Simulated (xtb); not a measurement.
F$_{5}$Sb (SMILES [F][Sb]([F])([F])([F])[F]), singlet, geometry from GFN2-xTB.

xtb was given this input:
```
$ xtb mol.xyz --gfn 2 --etemp 1000 --json

# file mol.xyz
6

Sb    -0.00538098    -0.01804812    -0.00232090
F      1.27108124    -0.77244999     1.17556001
F     -1.28766979     0.72948715    -1.17818027
F      0.23534493     1.68191679     0.82082326
F      1.08319346    -0.49526191    -1.49023129
F     -1.32250323    -1.22629968     0.65862935
```

**Question.** What does this run give for the dipole moment, HOMO-LUMO gap?

**Answer.** 
The dipole moment is 0.01 D. The HOMO-LUMO gap is 6.34 eV.
